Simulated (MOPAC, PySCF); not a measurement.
C2H8S3Sn, SMILES `[Sn]([CH2]C)([SH])([SH])[SH]`, neutral singlet in the gas phase. 

Cartesian coordinates (Å):
```xyz
14

C     -2.2101     0.0496    -0.0489
C     -1.0477     0.0979    -1.0379
Sn     0.8655    -0.0262    -0.0231
S      2.7537     0.4762    -1.4973
S      0.9238     1.5403     1.8616
S      1.1859    -2.2677     0.9111
H     -3.1776     0.1140    -0.5746
H     -2.1683     0.8865     0.6667
H     -2.2098    -0.8878     0.5301
H     -1.0289     1.0331    -1.6191
H     -1.0692    -0.7408    -1.7512
H      3.4758    -0.5464    -0.9831
H      2.1237     2.0271     1.4664
H      1.5832    -1.7557     2.0994
```
Charge 0, spin multiplicity 1.

All levels are single points at this geometry (B3LYP-D3(BJ)/def2-SVP); Pople sets use spherical d functions. Orbital energies aren't observables, and empty levels follow the basis.

SVWN5/6-31G* (LANL2DZ on Sn) in PySCF gives HOMO (eV) = -6.25.

Problem. Estimate the HOMO (eV) from each of these levels: PBE-D3(BJ)/def2-TZVP in PySCF; TPSSh-D3(BJ)/def2-TZVP in PySCF; B3LYP/LANL2DZ in PySCF; M06-2X/6-31G* (LANL2DZ on Sn) in PySCF; HF/6-31G* (LANL2DZ on Sn) in PySCF; AM1 in MOPAC; PM6 in MOPAC; PM7 in MOPAC.

Solution. 
```
level                                   HOMO (eV)
--------------------------------------  ---------
PBE-D3(BJ)/def2-TZVP in PySCF               -6.10
TPSSh-D3(BJ)/def2-TZVP in PySCF             -6.66
B3LYP/LANL2DZ in PySCF                      -7.25
M06-2X/6-31G* (LANL2DZ on Sn) in PySCF      -8.53
HF/6-31G* (LANL2DZ on Sn) in PySCF         -10.15
AM1 in MOPAC                                -9.65
PM6 in MOPAC                                -9.67
PM7 in MOPAC                                -9.45
```
